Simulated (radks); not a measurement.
Problem. The rhenium ion Re53+, configuration [Ar] 3d4. Calculated with a radial shooting solver on a logarithmic mesh with Libxc functionals: non-relativistic Kohn-Sham, LDA (Slater exchange, Perdew-Wang correlation), spin-unpolarised, spherical densities, point nucleus; relativity is left out, which matters for an element this heavy. Some entries of the table are withheld. Estimate them.

| orbital | occ. | eigenvalue (eV) | <1/r> (bohr^-1) |
|---|---|---|---|
| 1s | 2 | (1) | 74.41 |
| 2s | 2 | (2) | 17.59 |
| 2p | 6 | -13734.22 | 17.60 |
| 3s | 2 | -5429.785 | 7.175 |
| 3p | 6 | -5258.204 | 7.133 |
| 3d | 4 | -4966.785 | 7.038 |

Solution. 
(1) 1s eigenvalue (eV): -68946.99
(2) 2s eigenvalue (eV): -14144.58
